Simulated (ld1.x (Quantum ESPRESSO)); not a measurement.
## Nd: excitation energies, all-electron against TM semilocal

ld1.x (Quantum ESPRESSO) 7.5 input, shortened:

```
&input
   title='Nd', zed=60., rel=1, dft='PZ', iswitch=3,
   config='[Xe] 4f4 5d0 6s2 6p0'
 /
 &inputp
   pseudotype=1, tm=.true., lloc=3,
   nlcc=.false.
 /
4
6S  1  0   2.00   0.00  3.95  3.95  0.0
5P  2  1   6.00   0.00  2.20  2.20  0.0
5D  3  2   0.00   0.00  4.20  4.20  0.0
4F  4  3   4.00   0.00  1.75  1.75  0.0
 &test
   configts(1)='4f4 5p6 5d0 6s2 6p0'
 /
```

Energies are relative to the spin-unpolarised reference configuration 4f4 5p6 5d0 6s2 6p0; without spin polarisation the order of configurations can differ from experiment. Spin-polarised rows fill each open shell by Hund’s rule, majority spin first. Not all tests gave a result: 1 of 9 tests not solved or not reliable. Left out of the table: 4f4 5p6 5d0 6s0 6p1 (solver errors, printed error -7.2 eV).

```tsv
valence configuration	charge	ΔE all-electron (eV)	error AE − PS (meV)
4f4 5p6 5d0 6s1 6p0	+1	5.996	-0.4
4f4 5p6 5d0 6s0 6p0	+2	16.986	-7.6
4f3 5p6 5d0 6s0 6p0	+3	39.744	+349
4f3 5p6 5d1 6s2 6p0	0	1.896	-8.0
4f3 5p6 5d1 6s1 6p0	+1	8.366	+59
4f4 5p6 5d1 6s1 6p0	0	1.719	+5.0
4f4 5p6 5d0 6s2 6p0 (spin-polarised)	0	-2.301	+5133
```

Problem. What are ΔE and the potential's error for 4f4 5p6 5d0 6s1 6p0 (spin-polarised)?

Solution. ΔE = 3.395 eV all-electron; the error (AE − PS) is +5099 meV.

These tests converged, but a pseudo level misses the all-electron one widely, so the file describes the atom poorly there or has found another state: 4f4 5p6 5d0 6s0 6p0: empty 6p by 6.7 eV; 4f3 5p6 5d1 6s1 6p0: empty 6p by 4.0 eV.
